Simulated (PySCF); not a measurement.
## Si4H11NO

Si4H11NO is a small molecule, neutral, singlet. The structure, one conformer, was relaxed in the gas phase by PBE0-D3(BJ)/def2-SVP. No frequency run checks that it is a minimum.

SMILES: N[Si]([SiH3])([SiH3])O[SiH3]

```xyz
17

Si   -0.126   -0.345    0.153
Si   -1.797   -0.764    1.738
Si   -0.697   -0.916   -2.050
O     0.128    1.316    0.189
Si    1.363    2.383   -0.102
N     1.259   -1.283    0.575
H    -2.245   -2.189    1.660
H    -2.979    0.123    1.516
H    -1.263   -0.512    3.115
H     0.478   -0.691   -2.953
H    -1.097   -2.354   -2.148
H    -1.830   -0.068   -2.532
H     2.133    1.984   -1.323
H     0.778    3.737   -0.313
H     2.306    2.432    1.056
H     1.992   -1.497   -0.092
H     1.590   -1.357    1.531
```
(Å; atoms numbered from 1)

Shieldings: GIAO PBE0/pcSseg-1. Shifts are against computed references at the same level: H TMS (σ 31.27 ppm), Si TMS (σ 352.0 ppm). Core levels by delta-SCF with SCAN, pcX-2 on the ionised atom and pcseg-1 elsewhere, spin-free X2C (2p3/2 is the spin-free 2p value less a third of a first-order spin-orbit splitting); from the vacuum level, for chosen atoms.

(1) Give the shieldings and core levels atom by atom.

(2) Which of Si1, Si2, Si3 holds its core electrons tightest, and by how much against the loosest?

(3) By CAM-B3LYP/def2-SVPD (TDDFT singlets, Tamm-Dancoff triplets, ionisation by delta-SCF), where does absorption start, and what does vertical ionisation take?

## Answers

(1) 
| atoms | bonded to | σ (ppm) | δ (ppm) | core level (eV) |
| --- | --- | --- | --- | --- |
| Si1 | 1 N + 1 O + 2 Si | 357.7 | -5.7 | 2p3/2 106.82 |
| Si2 | 1 Si + 3 H | 459.2 | -107.2 | 2p3/2 106.27 |
| Si3 | 1 Si + 3 H | 463.3 | -111.3 | 2p3/2 106.27 |
| O4 | 2 Si | 267.5 | - | 1s 537.35 |
| Si5 | 1 O + 3 H | 394.1 | -42.1 | - |
| N6 | 1 Si + 2 H | 218.4 | - | 1s 404.65 |
| H7 H8 H9 | 1 Si | 27.84 | 3.43 | - |
| H10 H11 H12 | 1 Si | 27.83 | 3.44 | - |
| H13 H14 H15 | 1 Si | 26.32 | 4.94 | - |
| H16 | 1 N | 29.64 | 1.62 | - |
| H17 | 1 N | 29.67 | 1.59 | - |

Values are those of this one static structure, with the three H of a rotating XH3 group averaged; atoms that internal rotation interchanges would show their mean in an NMR spectrum.

(2) Si1 (bonded to 1 N + 1 O + 2 Si), by 0.56 eV over Si2 (bonded to 1 Si + 3 H).

(3) The lowest singlet lies at 6.00 eV (f 0.085), the strongest of the first 6 at 7.46 eV (f 0.437), the lowest triplet at 5.27 eV; vertical ionisation takes 9.19 eV.
